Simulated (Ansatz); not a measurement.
One change: `[O]=[W]([OH])([F])=[S]` becomes `[O]=[W]([F])([F])=[S]`.

Ansatz, PBE0-D4/def2-TZVP geometries, multiplicity 1. Each molecule was computed in one conformer, which needn't be the lowest.

Elements past krypton have def2 core potentials.

```csv
property,`[O]=[W]([OH])([F])=[S]`
LUMO energy (PBE0/def2-TZVPP) / eV,-2.62
HOMO energy (PBE0/def2-TZVPP) / eV,-8.03
HOMO–LUMO gap (PBE0/def2-TZVPP) / eV,5.42
size of the dipole moment (PBE/def2-TZVPP) / D,2.93
HOMO–LUMO gap (ωB97M-V/def2-TZVPP) / eV,9.60
HOMO–LUMO gap (B3LYP/def2-TZVPP) / eV,4.98
```

Problem. What does the change do to each property? (Best estimate.)

Solution. The calculation gave: 
| property | `[O]=[W]([F])([F])=[S]` | shift |
| --- | --- | --- |
| LUMO energy (PBE0/def2-TZVPP) / eV | -2.98 | -0.36 |
| HOMO energy (PBE0/def2-TZVPP) / eV | -8.33 | -0.30 |
| HOMO–LUMO gap (PBE0/def2-TZVPP) / eV | 5.36 | -0.06 |
| size of the dipole moment (PBE/def2-TZVPP) / D | 1.23 | -1.70 |
| HOMO–LUMO gap (ωB97M-V/def2-TZVPP) / eV | 9.58 | -0.02 |
| HOMO–LUMO gap (B3LYP/def2-TZVPP) / eV | 4.89 | -0.09 |

With PBE0 the HOMO falls by 0.30 eV and the LUMO falls by 0.36 eV, so the gap narrows by about 0.06 eV. PBE moves the HOMO by -0.29 eV and ωB97M-V by -0.28 eV. The zero-point energy changes by -29.1 kJ/mol with -3 modes. Dipoles are sizes alone; their direction can turn.

B3LYP here is the variant with VWN-RPA as its local correlation; programs differ in this.
